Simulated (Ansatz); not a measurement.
Geometry optimisation, RKS PBE/def2-SVP (Ansatz 0.2.0).

input.yaml

```yaml
crystal:
  periodic: [false, false, false]
  atoms:
    - { symbol: B, position_ang: [-0.000602, 0.23822, -0.057419] }
    - { symbol: H, position_ang: [0.003398, 0.401715, 1.132748] }
    - { symbol: Cl, position_ang: [1.521374, 0.238339, -0.919715] }
    - { symbol: Cl, position_ang: [-1.531583, 0.174786, -0.901099] }
    - { symbol: Br, position_ang: [0.09177, -2.770168, 1.159218] }
    - { symbol: H, position_ang: [0.051643, -1.368191, 1.705468] }
basis:
  gaussian: { orbitals: def2-SVP }
hamiltonian:
  xc: pbe
relax:
  f_tol: 0.03
  max_steps: 50
```

Launched with:

```bash
$ ansatz run input.yaml --threads 2 --pin off --max-ram 3072MiB --backend cpu --events-out ev --progress --plain --runs-dir out
```

**Question.** Where does it end, and by what steps?

**Answer.** The forces met the threshold. The force dipped under the threshold on the way, but the program's further checks kept it going. After 23 steps the energy has fallen by 0.103 eV; H6 moved furthest, 0.91 Å.

```csv
step,energy less start (eV),largest force component (eV/Å),accepted
0,0.0000,1.231,yes
1,-0.0323,0.817,yes
2,-0.0749,0.579,yes
3,-0.0824,0.401,yes
4,-0.0927,0.108,yes
5,-0.0937,0.113,yes
6,-0.0949,0.079,yes
7,-0.0958,0.124,yes
8,-0.0967,0.096,yes
9,-0.0880,0.358,no
10,-0.0979,0.050,yes
11,-0.0968,0.283,no
12,-0.0990,0.038,yes
13,-0.0996,0.090,yes
14,-0.1000,0.098,yes
15,-0.1009,0.117,yes
16,-0.0981,0.231,no
17,-0.1016,0.061,yes
18,-0.1025,0.009,yes
19,-0.0999,0.314,no
20,-0.1028,0.010,yes
21,-0.1029,0.098,yes
22,-0.1023,0.106,no
23,-0.1032,0.009,yes
```

```xyz
6
Properties=species:S:1:pos:R:3
B -0.006 0.457 -0.228
H -0.001 0.630 0.969
Cl 1.510 0.404 -1.099
Cl -1.529 0.328 -1.077
Br 0.088 -2.888 1.207
H 0.074 -2.016 2.347
```

Whether the end is a true minimum wasn't checked by a vibrational analysis.

Run time: 27 s on 2 threads of Arm Neoverse V2, on a shared host, peak memory 0.13 GiB.
